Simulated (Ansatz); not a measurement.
Ideal-gas functions of BrFMg (`[F][Mg][Br]`) at 298.15 K and 1 bar, from an Ansatz frequency run at PBE0-D4/def2-TZVP.

Molar mass 123.21 g/mol, point group C∞v (symmetry number 1), electronic degeneracy 1, moments of inertia 299.498 u Å². Harmonic wavenumbers (cm⁻¹, unscaled): 129, 129, 314, 778.

Use S(trans) = R[1.5 ln M + 2.5 ln T − 1.1517]; rotational temperatures θ = 24.2544 K / I; S(rot) = R[ln(T/σθ) + 1]; for each mode x = 1.438777 ν̃/T, S = R[x/(eˣ − 1) − ln(1 − e⁻ˣ)] and H = RT x/(eˣ − 1); 1 cm⁻¹ = 0.0119627 kJ/mol; R = 8.31446 J/(mol·K).

Question: By hand: the entropy, in J/(mol·K).

Answer: Translation 168.9. Rotation: θ = 0.081 K, giving 76.6. Vibration, mode by mode: 12.39, 12.39, 5.61, 0.95, in all 31.3. Electronic 0.0. Sum 276.8 J/(mol·K).

Question: By hand: H − E and G − E in kJ/mol, counted from the electronic energy.

Answer: Zero-point energy ½ × 1350 × 0.0119627 = 8.1; thermal vibration 4.9; translation, rotation and pV give 3.5 RT = 8.7. H − E = 21.7 kJ/mol, and G − E = 21.7 − 298.15 × 276.8/1000 = -60.8 kJ/mol.

Vibration gives 11 % of the entropy, 24.8 J/(mol·K) of it from the modes under 150 cm⁻¹: soft modes count most, and the harmonic formula is weakest for them.
